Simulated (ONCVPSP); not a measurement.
Potentials for selenium (Se) compared

Generated with ld1.x 7.5 (TM, RRKJ, ultrasoft, PAW), atompaw 4.2 or ONCVPSP 4.0.1. The cutoff is in Ry: for ld1.x and atompaw files where the sum of valence levels is converged to 10 mRy in a Bessel basis, for ONCV files where the hardest occupied wave has 1 mHa per electron of residual kinetic energy. The error is the largest all-electron minus pseudo excitation energy over each file’s own four to seven test configurations (ionisations up to +4, promotions, holes and added fractions of an electron), all of which were solved. The labels leave out finer settings (local radius, basis sizes, second energies), which also bear on the numbers. Spin-polarised tests are not counted. The rows are a selection from randomly drawn settings: files with unsolved tests, undetermined cutoffs or missed reference levels are left out.

A true bound ghost makes a file unfit for plane-wave use even where its test errors are small: the radial tests pick states by their node count and pass the ghost by.

```tsv
potential	cutoff (Ry)	largest error (meV)	bound ghosts
ONCV, LDA (Perdew-Wang 92), scalar-relativistic, rc 1.30/1.65 (sp), local smoothed, core correction yes, reference 4s2 4p2, qcut 6.4/4.4, projectors 1/3	30	-54	none
ONCV, BLYP, fully relativistic, rc 0.85/0.90/0.85/0.90 (spdf), local smoothed, core correction yes, reference 3s2 3p6 3d10 4s2 4p3.75, qcut 16.3/16/17.3/13.4, projectors 2/2/1/1	260	+2.8	none
ONCV, PBE, scalar-relativistic, rc 1.50/1.70/0.80 (spd), local smoothed, core correction no, reference 3d10 4s2 4p2, qcut 5/5.2/22.9, projectors 1/2/2	370	+8.6	s, p
ONCV, PBE, scalar-relativistic, rc 1.50/1.45/1.45 (spd), local p, core correction yes, reference 4s2 4p4, qcut 4.5/6.9/6.1, projectors 2/0/1	23	-78	d
ONCV, revPBE, scalar-relativistic, rc 1.30/2.05/1.05/1.95 (spdf), local d, core correction no, reference 3d10 4s2 4p4, qcut 5.2/4.2/14.7/5.1, projectors 2/3/0/2	200	-52	s
ONCV, PBEsol, scalar-relativistic, rc 0.90/0.80/0.95 (spd), local smoothed, core correction no, reference 3s2 3p6 3d10 4s2 4p4, qcut 16.9/16.8/18.8, projectors 2/2/2	260	+110	none
```

Question: Fill in the row for Se: ONCV, PBE, scalar-relativistic, rc 1.35/1.55/1.55 (spd), local smoothed, core correction yes, reference 4s2 4p1, qcut 5.5/6.4/7.4, projectors 1/2/2.

Answer: cutoff 26 Ry, largest error -89 meV, bound ghosts: s.

Question: Fill in the row for Se: ONCV, LDA (Perdew-Wang 92), scalar-relativistic, rc 0.80/0.90/0.80 (spd), local d, core correction yes, reference 3s2 3p6 3d10 4s2 4p4, qcut 17.6/16.5/20.1, projectors 2/2/0.

Answer: cutoff 323 Ry, largest error -116 meV, bound ghosts: s.
